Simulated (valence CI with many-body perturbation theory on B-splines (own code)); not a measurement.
# Re69+: fill in the table

Calculated by configuration interaction combined with many-body perturbation theory (CI+MBPT): four valence electrons over a frozen Dirac-Fock core [He], radial functions for each j: 11 s, 11 p, 10 d, 8 f, 5 g, 2 h, with the one-electron correlation potential Σ1, the two-electron term Σ2, the three-electron term Σ3, Breit, model QED; selected CI, second order for the rest, scaled by the run's own slope (own B-spline code, finite nucleus).

The last digits are not significant, and no measured levels were compared; by estimate large intervals hold to a few tenths of a per cent, small ones and those within an open d or f shell to about a per cent. Among the levels kept, up to 1300 cm⁻¹ of a level comes from second order outside the variational space, and about a tenth of that is noise between levels of different J, which matters for small intervals.

| Level | E (eV) |
| --- | --- |
| (2s^2 2p1/2^2) J=0 | 0.0 |
| (2s^2 2p1/2 2p3/2) J=1 | 1502.3 |
| (2s^2 2p1/2 2p3/2) J=2 | ? |
| (2s 2p1/2^2 2p3/2) J=2 | ? |
| (2s 2p1/2^2 2p3/2) J=1 | ? |
| (2s^2 2p3/2^2) J=2 | 3048.0 |
| (2s^2 2p3/2^2) J=0 | 3112.2 |
| (2s 2p1/2 2p3/2^2) J=2 [a] | 3284.4 |
| (2s 2p1/2 2p3/2^2) J=3 | 3329.3 |
| (2s 2p1/2 2p3/2^2) J=0 | ? |
| (2s 2p1/2 2p3/2^2) J=1 [a] | 3417.0 |
| (2s 2p1/2 2p3/2^2) J=2 [b] | 3426.0 |
| (2s 2p1/2 2p3/2^2) J=1 [b] | 3430.6 |
| (2p1/2^2 2p3/2^2) J=2 | ? |
| (2p1/2^2 2p3/2^2) J=0 | 3819.8 |
| (2s 2p3/2^3) J=2 | 4892.0 |
| (2s 2p3/2^3) J=1 | 4980.1 |
| (2p1/2 2p3/2^3) J=1 | 5271.9 |
| (2p1/2 2p3/2^3) J=2 | 5290.3 |
| (2p3/2^4) J=0 | ? |

Levels are named by their leading jj configuration (3d3/2^4 stands for four electrons in 3d with j = 3/2), which in mixed levels can hold well under half, so a name can repeat and another be missing. Letters in brackets count levels of one name in rising energy.

Problem. The levels stand in rising order. What does the calculation give for the missing energies?

Solution. (2s^2 2p1/2 2p3/2) J=2 1520.6; (2s 2p1/2^2 2p3/2) J=2 1811.3; (2s 2p1/2^2 2p3/2) J=1 1901.0; (2s 2p1/2 2p3/2^2) J=0 3393.9; (2p1/2^2 2p3/2^2) J=2 3752.8; (2p3/2^4) J=0 6846.5.
